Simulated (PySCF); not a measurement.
Al(H)(OMe)(OSiH3) (CH₇AlO₂Si), SMILES C[O][AlH][O][SiH3]. Atoms are numbered in the order given.

```xyz
12

Al    -0.6833     0.6653     0.8219
H     -1.1974     1.0622     2.2429
O     -1.2823     1.5195    -0.5083
C     -1.1633     1.5670    -1.8994
H     -0.8030     2.5600    -2.2243
H     -0.4618     0.8083    -2.2958
H     -2.1452     1.3997    -2.3782
O      0.4446    -0.5865     0.6084
Si     1.5375    -1.7776     0.2867
H      0.9701    -3.1109     0.6444
H      2.7871    -1.5609     1.0734
H      1.8893    -1.7876    -1.1651
```

Coordinates come from a B3LYP-D3(BJ)/def2-SVP optimisation. Other conformers were not sampled.

Computed with PBE/def2-TZVP in PySCF.

The molecule is in vacuum.

| Quantity | Result |
|---|---|
| total energy | -724.40040 hartree |
| highest occupied level | -6.70 eV |
| lowest empty level | -1.11 eV |
| orbital gap | 5.59 eV |
| dipole moment | 0.74 D |
| quadrupole, principal values (traceless, Buckingham form, about the centre of nuclear charge) | -5.85, 1.77, 4.08 D·Å |
| mean static polarisability | 72.4 bohr³ (10.73 Å³) |
| polarisability, principal values | 61.8, 73.7, 81.8 bohr³ |
